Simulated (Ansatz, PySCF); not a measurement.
This PySCF input computes a SVWN5/def2-TZVPD energy:

```python
from pyscf import gto, scf, dft

mol = gto.M(
    atom='''
    Ga    0.45287294    0.06708787    0.00156405
    F    -0.93575684    0.95768398   -0.92251870
    F    -0.62413884   -1.18876443    0.91713142
    ''',
    basis='def2-tzvpd',
    charge=-1,
    spin=0,
    verbose=4,
)

mf = dft.RKS(mol, xc='svwn').density_fit(auxbasis='def2-universal-jkfit')
mf.grids.level = 3
mf.conv_tol = 1e-9
mf.max_cycle = 100
mf.max_memory = 1500
mf.kernel()
if not mf.converged:
    mf = mf.newton()
    mf.kernel(mf.make_rdm1())
mf.analyze()
```

**Question.** Write an input for the same energy in Ansatz (an electronic-structure program) and say what it gives.

**Answer.** 
Ansatz 0.2 input:
```yaml
crystal:
  periodic: [false, false, false]
  atoms:
    - {symbol: Ga, position_ang: [0.45287294, 0.06708787, 0.00156405]}
    - {symbol: F, position_ang: [-0.93575684, 0.95768398, -0.92251870]}
    - {symbol: F, position_ang: [-0.62413884, -1.18876443, 0.91713142]}
basis:
  gaussian:
    orbitals: def2-TZVPD
hamiltonian:
  xc: {name: SVWN5}
total_charge: -1
output: {forces: true}
```
It gives -2120.51677 Eh, and PySCF -2120.51682 Eh, a difference of 0.05 mEh, from the treatment of integrals and grids.
